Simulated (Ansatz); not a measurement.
Computed with Ansatz on PBE0-D4/def2-TZVP structures; ΔE is electronic, products minus reactants. CBS: MP2 limit from def2 TZ/QZ plus the TZ coupled-cluster correction, frozen cores. This one scheme is used for every species. DFT in def2-TZVPP. B3LYP here is the variant with VWN-RPA as its local correlation; programs differ in this. HSE06 is defined as in plane-wave codes. For Ge, Se outer-core shells are correlated without core-valence functions, which leaves a few kJ/mol of doubt a bond. Scalar relativity is left out up to krypton. One conformer a species, not always the lowest.

`[CH3][GeH2][AlH][C]#N` + `C[Se]C` → `[CH3][GeH2][Se]C` + `[CH3][AlH][C]#N`  (redistribution)

**Question.** Is it downhill or uphill in electronic energy at CCSD(T)/CBS, and by how much? (An estimate is asked.)

**Answer.** Computed: Downhill: ΔE = -82.8 kJ/mol.

**Question.** What do these levels give: B3LYP-D4, r2SCAN0-D4, BHLYP-D4, PBE0, HSE06, RPA@PBE/def2-TZVPP? (Best estimate.)

**Answer.** The calculation gave: B3LYP-D4 -82.8, r2SCAN0-D4 -85.7, BHLYP-D4 -87.3, PBE0 -77.5, HSE06 -77.6, RPA@PBE/def2-TZVPP -74.0 kJ/mol.

Largest T1 diagnostic among the species: 0.012.

From BLYP to BHLYP (50 % exact exchange), in def2-TZVPP and without D4, ΔE moves by −8.0 kJ/mol. Leaving LDA and LC-ωPBE aside and taking each functional with its dispersion term where it has one, the values, not all of them listed here, spread over 12.4 kJ/mol, from BHLYP-D4 to revPBE-D4.
